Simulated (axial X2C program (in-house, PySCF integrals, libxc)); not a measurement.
## Potential curves of MnF⁻, with spin–orbit coupling

All values were computed with an in-house relativistic program for diatomic molecules. Two-component (2c) means X2C with spin–orbit coupling and atomic mean-field two-electron Coulomb and Gaunt terms. Basis: Mn dyall-acv3z [10s11p7d4f2g], F dyall-av3z [7s6p3d2f] (cores contracted in-house); Gaussian nuclei, density fitting, unrestricted open shells. Masses: Mn 54.938 u, F 18.998 u.

State: Ω = 5/2 (⟨Sz⟩ = 2.50, ⟨Lz⟩ = 0.00 at PBE0). Energies in kJ/mol from the fragments at the same level (Mn + F-). Fits are polynomials in 1 − R0/R over 0.85 to 1.23 times the lowest point R0.

```json
{"R (Å)": "1.6460", "PBE0": "-339.86"}
{"R (Å)": "1.7217", "PBE0": "-376.48"}
{"R (Å)": "1.7785", "PBE0": "-391.71"}
{"R (Å)": "1.8352", "PBE0": "-399.34"}
{"R (Å)": "1.8920", "PBE0": "-401.37"}
{"R (Å)": "1.9582", "PBE0": "-398.65"}
{"R (Å)": "2.0244", "PBE0": "-392.15"}
{"R (Å)": "2.1096", "PBE0": "-380.30"}
{"R (Å)": "2.2136", "PBE0": "-363.02"}
{"R (Å)": "2.3650", "PBE0": "-336.34"}
```

One determinant describes the state; a PBE0 search over occupations chose it and may have missed a lower one. Dissociation energies refer to the lowest single-determinant-based atoms at the same level and basis. Density functionals use the spin component along the axis (collinear). With several unpaired electrons one determinant need not be a pure state. The highest occupied level of some functionals is positive through self-interaction error; at Hartree–Fock it is bound. This is the top spin component of a Σ state; components of lower Ω are not single determinants and can lie lower.

Task: Fit the PBE0 curve near its minimum: give the equilibrium distance, the harmonic wavenumber and the well depth.

Result: At PBE0, 2c: Re = 1.889 Å, ωe ≈ 507 cm⁻¹, De = 4.16 eV to Mn + F-; Be follows as 0.335 cm⁻¹.
